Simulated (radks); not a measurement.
Task: Mn VII, configuration [Ar] 3d1 (the NIST ground configuration). All-electron calculation, scalar-relativistic Kohn-Sham, PBE, spin-polarised, spherical densities, finite nucleus; open shells are filled with parallel spins first; Fermi nuclear charge, rms radius 3.7057 fm. Program: a radial shooting solver on a logarithmic mesh with Libxc functionals. Some entries of the table are withheld. Estimate them.

orbital  occ.  eigenvalue (eV)  r(max) (bohr)
1s down     1        -6541.795        0.03987
1s up       1        -6541.791        0.03987
2s up       1        -859.7306         0.2325
2s down     1        -859.0029         0.2325
2p up       3        -745.7082         0.1885
2p down     3        -745.1540         0.1884
3s up       1        -190.4877         0.7186
3s down     1        -188.9151         0.7191
3p up       3        -157.9325         0.7249
3p down     3        -156.3884         0.7256
3d up       1        -107.0798            (1)
3d down     0        -105.5212            (2)

Result: 
(1) 3d up r(max) (bohr): 0.6739
(2) 3d down r(max) (bohr): 0.6759
